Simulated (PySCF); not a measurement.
```xyz
4
charge 0 multiplicity 3, angstrom
Zr   -0.1921    0.0000   -0.0196
F     0.4960    0.0000    1.7786
O     0.3965    0.0000   -1.8507
H     0.9988    0.0000   -2.5905
```

Level of theory: UPBE0 in PySCF with Zr def2-TZVP with ECP28, F def2-TZVP, O def2-TZVP, H def2-TZVP; scalar-relativistic core potentials, no spin–orbit coupling; density-fitted integrals.

This geometry of ZrF(OH) is a stationary point at this level.

Q: What is the point group?

A: Cs.

Q: Is it a minimum?

A: Yes: all harmonic wavenumbers are real.

Q: Which band is strongest in the infrared?

A: 3983 cm⁻¹ (a'), 218 km/mol.

Q: What are the dipole moment and the gap between the highest occupied and lowest empty levels of either spin?

A: 2.08 D and 3.02 eV.

Other isomers or separated fragments may lie lower. Other spin states or occupations of the open shell can lie lower.
